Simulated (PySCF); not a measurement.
A series of related molecules.

All values: CAM-B3LYP/def2-SVPD (PySCF) at GFN2-xTB geometries, gas phase, one conformer each. Core orbitals are frozen in the response; Δα² is half the sum of the squared differences of the principal polarisabilities.

(1) Rank by mean static polarisability, lowest first.
A. `CCC1=C[C@@H](F)C1`
B. `CCC1=CS[C@@H](F)[SiH2]1`
C. `CCC1=C[C@@H](Cl)[SiH2]1`
D. `CCOC1=C[C@H](F)[SiH2]1`
E. `CCC1=C[C@@H](F)[SiH2]1`

Results:

(1) A (10.36 Å³), E (12.49 Å³), D (13.37 Å³), C (14.59 Å³), B (15.36 Å³).

All values together:

```tsv
SMILES	change	formula	μ (D)	HOMO (eV)	LUMO (eV)	α (Å³)	Δα (Å³)	electrons	α per electron (Å³)
CCC1=C[C@@H](F)[SiH2]1	parent	C5H9FSi	2.59	-8.93	0.74	12.49	3.70	62	0.201
CCC1=C[C@@H](F)C1	Si replaced by C	C6H9F	2.53	-8.73	1.10	10.36	3.37	54	0.192
CCC1=C[C@@H](Cl)[SiH2]1	F replaced by Cl	C5H9ClSi	2.83	-8.78	0.65	14.59	5.60	70	0.208
CCOC1=C[C@H](F)[SiH2]1	O inserted into a C-C bond	C5H9FOSi	2.60	-8.40	0.83	13.37	4.70	70	0.191
CCC1=CS[C@@H](F)[SiH2]1	S inserted into a C-C bond	C5H9FSSi	2.58	-7.61	0.50	15.36	5.44	78	0.197
```

Conformers: `[CH3:1][CH2:2][C:3]1=[CH:4][C@@H:5]([F:6])[SiH2:7]1` with C1–C2–C3–C4 129°; `[CH3:1][CH2:2][C:3]1=[CH:4][C@@H:5]([F:6])[CH2:7]1` with C1–C2–C3–C4 -119°; `[CH3:1][CH2:2][C:3]1=[CH:4][C@@H:5]([Cl:6])[SiH2:7]1` with C1–C2–C3–C4 124°; `[CH3:1][CH2:2][O:3][C:4]1=[CH:5][C@H:6]([F:7])[SiH2:8]1` with C1–C2–O3–C4 -179°, C2–O3–C4–C5 2°; `[CH3:1][CH2:2][C:3]1=[CH:4][S:5][C@@H:6]([F:7])[SiH2:8]1` with C1–C2–C3–C4 -109°, C3–C4–S5–C6 -7°, C4–S5–C6–F7 -110°, S5–C6–Si8–C3 -9°, C2–C3–Si8–C6 -173°.

**Question.** Give the shifts from the parent, `CCC1=C[C@@H](F)[SiH2]1`.

**Answer.** 
| SMILES | change in μ (D) | change in HOMO (eV) | change in LUMO (eV) | change in mean α (Å³) |
| --- | --- | --- | --- | --- |
| CCC1=C[C@@H](F)C1 | -0.06 | +0.20 | +0.36 | -2.13 |
| CCC1=C[C@@H](Cl)[SiH2]1 | +0.24 | +0.15 | -0.09 | +2.10 |
| CCOC1=C[C@H](F)[SiH2]1 | +0.01 | +0.53 | +0.09 | +0.88 |
| CCC1=CS[C@@H](F)[SiH2]1 | -0.01 | +1.32 | -0.24 | +2.87 |
